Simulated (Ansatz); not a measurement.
Input for Ansatz (a first-principles code): R-B3LYP/def2-TZVPP on BeBrF (SMILES [F][Be][Br]), atoms moved off the minimum.

Ansatz 0.2 input:
```yaml
crystal:
  periodic: [false, false, false]
  atoms:
    - {symbol: Be, position_ang: [-0.17256106, 0.01469486, -1.16151609]}
    - {symbol: F, position_ang: [0.01673054, -0.04831723, -2.57247675]}
    - {symbol: Br, position_ang: [-0.04092369, 0.04731654, 0.77253724]}
basis:
  gaussian:
    orbitals: def2-TZVPP
hamiltonian:
  xc: {name: B3LYP}
scf: {lower_state_search: off}
output: {forces: true}
```

Q: What total energy does the run end on?

A: -2688.9744 hartree.
